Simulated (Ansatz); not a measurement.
Basis sets compared for the cluster Te₃Pd₂. Total charge 0; singlet. Geometry r2SCAN-D4/def2-SVP. Ansatz on 4 threads of Arm Neoverse V2 on a shared host; times are rough, and most runs start from earlier orbitals.

```xyz
5

Pd    0.2365   -0.7291    1.2704
Pd    0.2726    1.4070   -0.3842
Te    2.1627   -0.5048   -0.6051
Te   -2.0121    0.7053    0.8672
Te   -0.6597   -0.8784   -1.1484
```

In the def2 sets Pd, Te take a core potential; there is no spin–orbit coupling. The restricted singlet is unstable towards broken spin symmetry in Hartree–Fock (as tested in another run); at PBE-D4/def2-SVP, PBE-D4/def2-TZVP, PBE0-D4/def2-SVP, PBE0-D4/def2-TZVP this wasn't settled. No other spin state of charge 0 was run. The structure comes from a short search, and lower isomers may exist.

Binding counts from free atoms (Pd singlet, Te triplet) in the same basis, without a counterpoise term.

| level | functions | energy (Eh) | HOMO (eV) | LUMO (eV) | binding per atom (eV) | wall time |
| --- | --- | --- | --- | --- | --- | --- |
| PBE-D4/def2-SVP | 140 | -1060.0382 | -4.57 | -4.23 | 2.46 | 2.2 s |
| PBE0-D4/def2-SVP | 140 | -1060.0004 | -5.57 | -3.74 | 2.13 | 4.2 s |

**Question.** Estimate the rows for PBE-D4/def2-TZVP (with forces), PBE0-D4/def2-TZVP.

**Answer.** 
```csv
level,functions,energy (Eh),HOMO (eV),LUMO (eV),binding per atom (eV),wall time
PBE-D4/def2-TZVP (with forces),230,-1060.1472,-4.58,-4.21,2.54,4.8 s
PBE0-D4/def2-TZVP,230,-1060.1053,-5.54,-3.70,2.21,12 s
```
